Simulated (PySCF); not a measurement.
**IH₆⁺, singlet: structure and spectrum**

All numbers come from PySCF, PBE0, basis I def2-TZVP with ECP28, H def2-TZVP (scalar-relativistic core potentials, no spin–orbit coupling, density fitting).

The structure is a minimum.

Coordinates in bohr (charge 1 multiplicity 1):
```
I     0.0000    0.0000    0.0000
H     0.0000    0.0000    3.2233
H     0.0000    0.0000   -3.2233
H     3.2233    0.0000    0.0000
H     0.0000    3.2233    0.0000
H    -3.2233    0.0000    0.0000
H     0.0000   -3.2233    0.0000
```

```
Point group                                                                   : Oh
Bond lengths                                                                  : I–H 1.706 Å (×6)
Bond angles                                                                   : H–I–H 90.0° (×12), H–I–H 180.0° (×3)
Principal polarisabilities                                                    : 42.1, 42.1, 42.1 bohr³
Zero-point energy                                                             : 122.6 kJ/mol
Heat capacity Cp at 298.15 K                                                  : 48.1 J/(mol K)
Rotational symmetry number                                                    : 24
Lowest empty level                                                            : -8.25 eV
Dipole moment about the centre of mass                                        : 0.00 D
Principal quadrupole moments (Buckingham, traceless) about the centre of mass : 0.00, 0.00, 0.00 D Å
Rotational constants                                                          : 1.437, 1.437, 1.437 cm⁻¹
Entropy at 298.15 K and 1 bar                                                 : 226.3 J/(mol K)
Highest occupied level                                                        : -14.00 eV
Enthalpy at 298.15 K above 0 K                                                : 10.83 kJ/mol
```

Harmonic modes (masses in u: I 126.904, H 1.008):
```json
{"symmetry": "t2u", "ω (cm⁻¹)": "944", "IR (km/mol, summed over degenerate members)": "0.0", "type": "bend"}
{"symmetry": "t1u", "ω (cm⁻¹)": "978", "IR (km/mol, summed over degenerate members)": "153", "type": "bend"}
{"symmetry": "t2g", "ω (cm⁻¹)": "1067", "IR (km/mol, summed over degenerate members)": "0.0", "type": "bend"}
{"symmetry": "t1u", "ω (cm⁻¹)": "1894", "IR (km/mol, summed over degenerate members)": "332", "type": "stretch"}
{"symmetry": "eg", "ω (cm⁻¹)": "1931", "IR (km/mol, summed over degenerate members)": "0.0", "type": "stretch"}
{"symmetry": "a1g", "ω (cm⁻¹)": "1978", "IR (km/mol, summed over degenerate members)": "0.0", "type": "stretch"}
```

In Oh the vibrations span t2u + 2t1u + t2g + eg + a1g. The a1g, eg, t2g, t2u modes carry no infrared intensity, as symmetry demands. With a centre of inversion only u modes can be infrared active and only g modes Raman active.

Charges (e):
```csv
atom,Mulliken,Löwdin,polar tensor,Mayer order to I1
I1,0.27,0.77,1.89,–
"H2,3,4,5,6,7",0.12,0.04,-0.15,0.77
```

Mulliken populations on I1 (electrons outside its core potential): s 3.75, p 9.94, d 11.01, f 0.03.

Outer orbital energies (eV). occupied: -29.85, -20.31, -20.31, -20.31, -14.00, -14.00; empty: -8.25, -4.64, -4.64, -4.64.

Counting electrons, iodine keeps none of its valence electrons outside its bonds, so the VSEPR class is AX6 and the expected shape is octahedral (Oh), as computed.

Only a few start shapes were tried, so a lower isomer may exist.

The final relaxation and frequency run took 14 s on 2 threads of a shared Intel Xeon 6975P-C (Granite Rapids) host, with 86 basis functions and 5 gradients; the process peaked at 1.4 GiB. Launch command: `OMP_NUM_THREADS=2 python axn.py task.json out`.
